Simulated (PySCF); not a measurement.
Compound: C₆H₁₄O₂Si.
Numbering: `[CH3:1][C:2]([CH3:3])([CH3:4])[SiH:5]1[O:6][CH2:7][CH2:8][O:9]1` (hydrogens: H10, H11, H12 on C1; H13, H14, H15 on C3; H16, H17, H18 on C4; H19 on Si5; H20, H21 on C7; H22, H23 on C8)

The same species was optimised twice, with GFN2-xTB and with PBE0-D3(BJ)/def2-SVP (PySCF), and the same property calculations (PySCF, gas phase) were run on both structures.

```tsv
coordinate	GFN2-xTB	PBE0-D3(BJ)/def2-SVP	change
Si5–O6 (Å)	1.642	1.682	+0.040
Si5–O9 (Å)	1.643	1.682	+0.039
C2–Si5 (Å)	1.899	1.878	-0.021
O6–C7 (Å)	1.395	1.413	+0.018
C8–O9 (Å)	1.398	1.414	+0.016
C7–C8 (Å)	1.542	1.535	-0.007
C2–C3 (Å)	1.527	1.531	+0.004
C1–C2 (Å)	1.528	1.531	+0.003
C2–C4 (Å)	1.532	1.530	-0.002
C4–C2–Si5 (°)	111.4	108.6	-2.8
Si5–O9–C8 (°)	111.8	109.6	-2.2
C1–C2–C3 (°)	108.9	110.5	+1.6
C1–C2–C4 (°)	109.2	110.6	+1.4
C3–C2–C4 (°)	109.1	110.5	+1.4
C1–C2–Si5 (°)	109.1	108.1	-1.0
Si5–O6–C7 (°)	110.3	109.4	-0.9
C2–Si5–O6 (°)	111.7	111.0	-0.7
C1–C2–Si5–O6 (°)	-63	-64	-1
```

Rotational constants: A = 2569, B = 976.3, C = 895.9 MHz (GFN2-xTB) against A = 2471, B = 1008, C = 927.6 MHz (PBE0-D3(BJ)/def2-SVP). Point groups within 0.08 Å: C1 and C1.

On the GFN2-xTB structure: HOMO (eV) -7.55 [PBE0/pcSseg-1]; LUMO (eV) 1.20 [PBE0/pcSseg-1]; dipole (D) 0.79 [PBE0/pcSseg-1]; GIAO shielding of C1/C3/C4 (mean) (ppm) 161.4 [PBE0/pcSseg-1]; GIAO shielding of C2 (ppm) 164.5 [PBE0/pcSseg-1]; GIAO shielding of Si5 (ppm) 339.6 [PBE0/pcSseg-1]; GIAO shielding of O6/O9 (mean) (ppm) 301.8 [PBE0/pcSseg-1]; GIAO shielding of C7/C8 (mean) (ppm) 121.0 [PBE0/pcSseg-1].

Task: What do these properties become on the PBE0-D3(BJ)/def2-SVP structure?

Result: 
| property | level | on GFN2-xTB | on PBE0-D3(BJ)/def2-SVP | change |
| --- | --- | --- | --- | --- |
| HOMO (eV) | PBE0/pcSseg-1 | -7.55 | -7.50 | +0.05 |
| LUMO (eV) | PBE0/pcSseg-1 | 1.20 | 1.07 | -0.13 |
| dipole (D) | PBE0/pcSseg-1 | 0.79 | 0.88 | +0.09 |
| energy, GFN2-xTB geometry as zero (kcal/mol) | PBE0/pcSseg-1 | 0.0 | -3.2 | -3.2 |
| GIAO shielding of C1/C3/C4 (mean) (ppm) | PBE0/pcSseg-1 | 161.4 | 160.4 | -1.0 |
| GIAO shielding of C2 (ppm) | PBE0/pcSseg-1 | 164.5 | 164.9 | +0.4 |
| GIAO shielding of Si5 (ppm) | PBE0/pcSseg-1 | 339.6 | 333.8 | -5.8 |
| GIAO shielding of O6/O9 (mean) (ppm) | PBE0/pcSseg-1 | 301.8 | 292.1 | -9.7 |
| GIAO shielding of C7/C8 (mean) (ppm) | PBE0/pcSseg-1 | 121.0 | 117.0 | -4.0 |

The heavy atoms differ by 0.107 Å rms after alignment. Among bonds between heavy atoms Si5–O6 and Si5–O9 change most and about equally (+0.039 to +0.040 Å). Changes are differences of the printed values. Neither structure is proved a minimum here.
